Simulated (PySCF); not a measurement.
A GIAO shielding run with PySCF 2.14.0 with density-fitted response routines (density fitting, non-relativistic, gas phase) on SMILES C=CCN[SiH2]O[SiH3], C3H11NOSi2:

```
$ OMP_NUM_THREADS=1 python probes_run.py task.json out

{"job": {"kind": "nmr", "xc": "PBE0", "basis": "pcSseg-1"}, "charge": 0, "multiplicity": 1}
C     -3.482511     0.664713    -0.151507
C     -2.439677    -0.092641    -0.434408
C     -1.397711    -0.513313     0.559254
N     -0.074570    -0.058580     0.189969
Si     0.934761    -0.902887    -0.910581
O      2.290790    -0.027935    -1.054179
Si     3.631368     0.699595    -0.526020
H     -4.196180     0.960582    -0.901677
H     -3.675133     1.011033     0.851297
H     -2.253256    -0.427786    -1.445926
H     -1.363916    -1.605187     0.608982
H     -1.650465    -0.126938     1.552864
H     -0.017901     0.950149     0.188298
H      0.491859    -1.022905    -2.303966
H      1.223628    -2.198794    -0.297867
H      4.652281    -0.330401    -0.341316
H      3.966623     1.638992    -1.593897
H      3.351250     1.388623     0.734261
```

Hardware: 1 thread of an Arm Neoverse N1, shared host. The job also computes population analyses, field gradients.

**Question.** How large is the calculation?

**Answer.** 72 electrons, 188 basis functions and 1018 auxiliary functions.

**Question.** How long does it take, and how much memory does it need?

**Answer.** 56 s of wall time, with 14 SCF cycles and 4 response iterations; peak memory 0.84 GiB. Times on a shared host scatter by some tens of per cent.
